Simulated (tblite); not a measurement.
C7H15P.
SMILES with atom numbers: `[CH3:1][CH2:2][CH2:3][P:4]1[CH2:5][CH2:6][C@@H:7]1[CH3:8]` (hydrogens: H9, H10, H11 on C1; H12, H13 on C2; H14, H15 on C3; H16, H17 on C5; H18, H19 on C6; H20 on C7; H21, H22, H23 on C8)

Structure used (GFN2-xTB), in Å, numbered top down from 1:
```
atom  x, y, z in Å
C1    -3.140    0.492   -0.166
C2    -2.185   -0.263    0.749
C3    -0.771    0.313    0.697
P4    -0.017    0.084   -0.997
C5     0.696   -1.639   -0.742
C6     1.983   -1.091   -0.110
C7     1.815    0.359   -0.589
C8     2.228    1.466    0.361
H9    -2.780    0.451   -1.192
H10   -3.207    1.536    0.132
H11   -4.135    0.055   -0.129
H12   -2.160   -1.315    0.454
H13   -2.552   -0.217    1.779
H14   -0.146   -0.164    1.454
H15   -0.805    1.387    0.899
H16    0.876   -2.123   -1.702
H17    0.106   -2.309   -0.118
H18    1.953   -1.152    0.977
H19    2.900   -1.578   -0.447
H20    2.326    0.499   -1.548
H21    1.947    2.436   -0.044
H22    3.308    1.452    0.503
H23    1.757    1.348    1.334
```

Level: GFN2-xTB in tblite, geometry and Hessian alike; calculated harmonic values, unscaled, isolated species. Errors from tens to a few hundred cm⁻¹ against measured bands are possible. One conformer, not necessarily the lowest.

Harmonic wavenumbers (cm⁻¹): 46.3, 96.8, 128.4, 141.7, 184.0, 202.2, 227.5, 287.5, 311.3, 397.6, 425.3, 533.3, 638.5, 670.6, 721.3, 757.5, 812.7, 848.9, 901.1, 928.0, 938.8, 990.0, 1018.8, 1022.5, 1035.3, 1058.7, 1114.0, 1137.5, 1144.5, 1159.0, 1192.9, 1204.7, 1219.0, 1233.0, 1262.6, 1274.9, 1314.5, 1343.7, 1406.1, 1412.3, 1437.3, 1447.2, 1491.2, 1492.9, 1496.0, 1499.0, 1500.4, 1501.7, 2912.9, 2942.9, 2945.4, 2953.1, 2961.6, 2964.2, 2977.4, 2987.4, 2994.6, 3005.4, 3021.0, 3023.6, 3031.6, 3034.0, 3035.7.

A = 2920, B = 1057, C = 938.3 MHz; mass 130.091 u (most abundant isotopes); point group C1, symmetry number 1.

Problem. What is the zero-point energy?

Solution. ½Σν̃ = 44700 cm⁻¹ = 127.80 kcal/mol.

Problem. Entropy at 200 K, 1 bar (ideal gas, RRHO, classical rotation)?

Solution. Translation 38.54, rotation 27.91, vibration 18.62: S = 85.1 cal/(mol K).

Problem. And Cp and H(200 K) − H(0)?

Solution. Cp = 28.68 cal/(mol K), of which vibrations give 20.73 (their classical limit is 63 R = 125.2); H(200 K) − H(0) = 3.68 kcal/mol without the zero-point energy, 2.09 from vibrations.

Problem. Which modes carry the vibrational entropy at 200 K?

Solution. 46.3 cm⁻¹: 4.18; 96.8 cm⁻¹: 2.75; 128.4 cm⁻¹: 2.21; 141.7 cm⁻¹: 2.03; 184.0 cm⁻¹: 1.57; 202.2 cm⁻¹: 1.41 cal/(mol K); the other 57 give 4.46 together.

Problem. How do the functions run with temperature in this model?

Solution. 
```
 T (K)  S (cal/(mol K))  Cp (cal/(mol K))  H − H(0) (kcal/mol)  G − H(0) (kcal/mol)  ln q(vib)
   150             77.5              23.9                 2.36                -9.27       2.80
   250             92.0              34.0                 5.24               -17.77       5.43
298.15             98.5              39.6                 7.01               -22.35       6.69
   400            111.8              51.7                11.66               -33.06       9.38
   600            136.7              71.5                24.09               -57.96      14.77
   900            169.8              91.2                48.73              -104.07      22.73
```

q(vib) and H(0) count from the zero-point level.

Hindered rotation and anharmonicity are outside this model. Other conformers, if any are populated, would add a mixing term that is left out. The structure is chiral; the term R ln 2 for an equal mix with its mirror image is left out.
